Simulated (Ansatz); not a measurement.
Species: C5H6, SMILES `C1=CCC=C1` (charge 0, multiplicity 1).

Q: Give a relaxed geometry from B3LYP-D3(BJ)/def2-TZVP (Ansatz, a program for electronic structure).

A: the end point of this relaxation (outside a Z-matrix the atoms follow the SMILES, hydrogens last).
Cartesian coordinates (Å) in one orientation:
```xyz
11

C      0.511     1.092     0.497
C     -0.775     0.890     0.163
C     -0.931    -0.504    -0.370
C      0.461    -1.061    -0.289
C      1.280    -0.122     0.215
H      0.930     2.000     0.908
H     -1.588     1.596     0.253
H     -1.643    -1.092     0.222
H     -1.315    -0.509    -1.397
H      0.729    -2.061    -0.594
H      2.341    -0.228     0.392
```
